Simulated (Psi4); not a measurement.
C4H11Ge, doublet, at a GFN2-xTB geometry, with bond 14-5 at 1.25 times its length; HF/STO-3G (Psi4).

Psi4 was given this input:
```
memory 2 GB

molecule mol {
0 2
C    -1.850354    1.560095    0.145925
C    -1.576691    0.115047   -0.066427
C    -2.073252   -0.862831    0.936303
C    -0.471039   -0.271252   -0.938565
Ge    1.359255   -0.139681   -0.067682
H    -2.852482    1.716419    0.541982
H    -1.746558    2.118495   -0.784131
H    -1.140531    1.992708    0.866016
H    -1.396444   -0.916524    1.801451
H    -2.131281   -1.864375    0.510567
H    -3.056540   -0.579544    1.308024
H    -0.563520   -1.308785   -1.266219
H    -0.416993    0.367017   -1.823029
H     1.515837   -1.229485    1.449504
H     2.473990   -0.541917   -0.991234
H     1.677700    1.251448    0.392903
}

set {
  basis sto-3g
  reference uhf
  stability_analysis check
  scf_type pk
}

energy('scf')
print_variables()
```

Problem. Write the output that Psi4 gives for this input, abridged.

Solution. 
```
   => Loading Basis Set <=

    Name: STO-3G
    Role: ORBITAL
    Keyword: BASIS

         ---------------------------------------------------------
                                   SCF
               by Justin Turney, Rob Parrish, Andy Simmonett
                          and Daniel G. A. Smith
                              UHF Reference
         ---------------------------------------------------------

  ==> Geometry <==

    Molecular point group: c1
    Full point group: C1

    Geometry (in Angstrom), charge = 0, multiplicity = 2:

       Center              X                  Y                   Z               Mass
    ------------   -----------------  -----------------  -----------------  -----------------
         C           -2.009180812857     1.581291974085     0.161373566822    12.000000000000
         C           -1.735517812857     0.136243974085    -0.050978433178    12.000000000000
         C           -2.232078812857    -0.841634025915     0.951751566822    12.000000000000
         C           -0.629865812857    -0.250055025915    -0.923116433178    12.000000000000
         GE           1.200428187143    -0.118484025915    -0.052233433178    73.921177761000
         H           -3.011308812857     1.737615974085     0.557430566822     1.007825032230
         H           -1.905384812857     2.139691974085    -0.768682433178     1.007825032230
         H           -1.299357812857     2.013904974085     0.881464566822     1.007825032230
         H           -1.555270812857    -0.895327025915     1.816899566822     1.007825032230
         H           -2.290107812857    -1.843178025915     0.526015566822     1.007825032230
         H           -3.215366812857    -0.558347025915     1.323472566822     1.007825032230
         H           -0.722346812857    -1.287588025915    -1.250770433178     1.007825032230
         H           -0.575819812857     0.388213974085    -1.807580433178     1.007825032230
         H            1.357010187143    -1.208288025915     1.464952566822     1.007825032230
         H            2.315163187143    -0.520720025915    -0.975785433178     1.007825032230
         H            1.518873187143     1.272644974085     0.408351566822     1.007825032230

  Running in c1 symmetry.

  Rotational constants: A =      0.18569  B =      0.05011  C =      0.04581 [cm^-1]
  Rotational constants: A =   5566.89190  B =   1502.13676  C =   1373.31246 [MHz]
  Nuclear repulsion =  343.266773812337817

  Charge       = 0
[...]

    Wavefunction stable under totally symmetric rotations.
    Lowest totally symmetric eigenvalue: 0.093280
    Lowest UHF->UHF stability eigenvalues:
       A 0.093280

    Stability analysis over.

  ==> Post-Iterations <==

   @Spin Contamination Metric:   1.680204380E-02
   @S^2 Expected:                7.500000000E-01
   @S^2 Observed:                7.668020438E-01
   @S   Expected:                5.000000000E-01
   @S   Observed:                5.000000000E-01

    Orbital Energies [Eh]
    ---------------------

    Alpha Occupied:

[...]
      34A     -0.237811

    Alpha Virtual:

[...]
    Beta Occupied:

[...]
    Beta Virtual:

[...]
      49A      0.923665

    Final Occupation by Irrep:
              A
    DOCC [    33 ]
    SOCC [     1 ]
    NA   [    34 ]
    NB   [    33 ]

  @UHF Final Energy: -2207.71796184271625

   => Energetics <=

    Nuclear Repulsion Energy =            343.2667738123378172
    One-Electron Energy =               -3774.9453109621949807
    Two-Electron Energy =                1223.9605753071409708
    Total Energy =                      -2207.7179618427162495

  UHF NO Occupations:
  HONO-2 :   32  A 1.9982220
  HONO-1 :   33  A 1.9968201
  HONO-0 :   34  A 1.0000000
  LUNO+0 :   35  A 0.0031799
  LUNO+1 :   36  A 0.0017780
  LUNO+2 :   37  A 0.0011923
  LUNO+3 :   38  A 0.0011168

Computation Completed

Properties will be evaluated at   0.000000,   0.000000,   0.000000 [a0]

Properties computed using the SCF density matrix

 Multipole Moments:

 ------------------------------------------------------------------------------------
     Multipole            Electronic (a.u.)      Nuclear  (a.u.)        Total (a.u.)
 ------------------------------------------------------------------------------------

 L = 1.  Multiply by 2.5417464519 to convert [e a0] to [Debye]
 Dipole X            :         19.9777888          -20.0501349           -0.0723461
 Dipole Y            :         -2.2277230            2.2718595            0.0441364
 Dipole Z            :         -2.6667404            2.5293606           -0.1373798
 Magnitude           :                                                    0.1614162

 ------------------------------------------------------------------------------------

  Variable Map:
  ----------------------------------------------------------------------------
[...]
  Array Variable Map:
  ----------------------------------------------------------------------------
[...]
[...]
```
